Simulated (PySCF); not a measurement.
Predicted microwave data (PBE0/def2-SVPD in PySCF (dipole) on a GFN2-xTB geometry, gas phase) for one isomer of C5H10SSi:

| Quantity | Value |
| --- | --- |
| Rotational constants | A = 2830, B = 871.1, C = 719.8 MHz |
| Dipole components | \|μa\| = 0.62 D, \|μb\| = 1.29 D, \|μc\| = 0.60 D |
| Inertial defect | -56.66 u·Å² |
| κ | -0.86 |

Question: Which candidate fits, each taken in the one conformer that was computed?
A. `[CH3:1][C:2]#[C:3][CH2:4][S:5][SiH2:6][CH3:7]` with C3–C4–S5–Si6 66°, C4–S5–Si6–C7 176°
B. `[CH3:1][C:2](=[S:3])[CH:4]1[CH2:5][SiH2:6][CH2:7]1` with C1–C2–C4–C5 -164°, C2–C4–C5–Si6 -130°, C4–C5–Si6–C7 9°, C5–Si6–C7–C4 -9°, C2–C4–C7–Si6 135°
C. `[CH:1]#[C:2][Si:3]([CH3:4])([CH3:5])[S:6][CH3:7]` with C2–Si3–S6–C7 -55°
D. `[CH2:1]=[CH:2][SiH2:3]/[CH:4]=[CH:5]\[S:6][CH3:7]` with C1–C2–Si3–C4 131°, C2–Si3–C4–C5 178°, C4–C5–S6–C7 180°

Answer: A. It is CC#CCS[SiH2]C, an asymmetric top, point group C1. The candidates at the same level (rigid rotor, commonest isotopes):

```
           SMILES  A (MHz)  B (MHz)  C (MHz)  μa (D)  μb (D)  μc (D)  Δ (u·Å²)  point group                        rotor
  C#C[Si](C)(C)SC     1776     1462     1157    0.91    0.62    1.19   -193.37           C1               asymmetric top
CC(=S)C1C[SiH2]C1     3307     1135    967.2    1.17    2.46    0.66    -75.39           C1               asymmetric top
    CC#CCS[SiH2]C     2830    871.1    719.8    0.62    1.29    0.60    -56.66           C1               asymmetric top
 C=C[SiH2]/C=C\SC     7594    633.9    601.2    1.45    1.37    0.23    -23.23           C1  near-prolate asymmetric top
```

`C=C[SiH2]/C=C\SC` has A 168 % too high; `C#C[Si](C)(C)SC` has B 68 % too high; `CC(=S)C1C[SiH2]C1` has C 34 % too high. No structure here is proved a minimum.
